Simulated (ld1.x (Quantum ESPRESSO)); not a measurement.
## Mo: one change to a TM potential, before and after

```json
{"Element": "molybdenum", "Generator": "ld1.x (Quantum ESPRESSO) 7.5", "Type": "norm-conserving Troullier–Martins (Kleinman–Bylander form)", "Functional": "PBEsol", "Relativity": "scalar-relativistic", "Frozen core": "[Kr]", "Valence charge": "6", "Reference configuration": "4d5 5s0.5 5p0 (charge +0.5)", "Partial waves": "5s (bound): rc 2.55 bohr; 5p (bound, empty): rc 3.45 bohr; 4d (bound): rc 1.90 bohr", "Local potential": "all-electron potential smoothed inside 3.05 bohr (lloc = -1)", "Core correction": "a·sin(br)/r model core inside 1.15 bohr"}
```

All-electron outer shells of the reference configuration (PBEsol, scalar-relativistic, ld1.x):

```
shell  level (eV)  outermost node (bohr)  outermost maximum (bohr)
   4p      -41.69                   0.52                      1.08
   4d       -6.96                   0.53                      1.38
   5s       -6.88                   1.34                      2.86
   5p       -3.31                   1.54                      3.71
```

Change: all radii but the core radius scaled by about 0.88 (s 2.24, p 3.04, d 1.68 bohr); local potential all-electron potential smoothed inside 2.68 bohr (lloc = -1).

Cutoffs: the cutoffs (Ry, on a coarse ladder) from which the occupation-weighted sum of valence levels, in a spherical-Bessel basis at the reference potential, stays within 10 and 1 mRy of its value at 400 Ry; they do not see the model core or the augmentation charge, which bear on the density cutoff. Errors are all-electron minus pseudo energies relative to the spin-unpolarised reference configuration.

Q: How do hardness, ghosts and transferability respond?

A: The potential gets neither clearly harder nor softer (40 Ry and 50 Ry → 40 Ry and 50 Ry); of the 7 tests that both files solve, the error grows in 0 and shrinks in 5 by more than 15 % and 0.3 meV (median size 96.8 → 64.0 meV); neither file shows a bound ghost at the reference potential, the only one tested. Less of the atom is replaced, so other configurations are described better.

```tsv
quantity	base	changed
cutoff, loose	40 Ry	40 Ry
cutoff, tight	50 Ry	50 Ry
bound ghosts	none	none
error for 4d5 5s1 5p0, meV [ΔE -2.74 eV]	-2.5	-1.5
error for 4d5 5s0 5p0, meV [ΔE 4.16 eV]	-5.3	-4.1
error for 4d4 5s0 5p0, meV [ΔE 19.62 eV]	-97	-87
error for 4d3 5s0 5p0, meV [ΔE 46.34 eV]	-574	-535
error for 4d4 5s1 5p1, meV [ΔE 1.02 eV]	-120	-80
error for 4d4 5s2 5p0, meV [ΔE -2.56 eV]	-113	-64
error for 4d5.5 5s0.5 5p0, meV [ΔE -2.45 eV]	-7.0	-3.9
```

Changed file: These tests converged, but a pseudo level misses the all-electron one widely, so the file describes the atom poorly there or has found another state: 4d3 5s0 5p0: empty 5s by 3.1 eV (a node warning on the way).
